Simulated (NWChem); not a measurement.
C$_{3}$H$_{4}$BF$_{2}$N; SMILES NC=C=CB(F)F

```xyz
11

N      0.2326    -3.0826    -0.4850
C     -0.0640    -2.1028     0.4571
C     -0.5012    -0.8804     0.2433
C     -0.9448     0.3484     0.0533
B      0.0181     1.5573    -0.0137
F     -0.4393     2.7849    -0.2065
F      1.3275     1.4286     0.1125
H      0.3434    -2.7370    -1.4319
H      1.0074    -3.6809    -0.2212
H      0.0220    -2.4255     1.5028
H     -2.0254     0.5222    -0.0624
```
Atoms are numbered in this order, from 1.

Program: NWChem. Geometry: optimised at PBE0/def2-SVP. B3LYP is NWChem's, with the RPA form of VWN correlation.

For level LDA (Slater exchange, VWN5)/def2-SVP:

```
Quantity                     Value
---------------------------  -----
highest occupied level (eV)  -5.01
orbital gap (eV)              2.77
```

What are these values for level B3LYP/def2-SVP?

The highest occupied level (eV) is -5.92 and the orbital gap (eV) is 4.62.
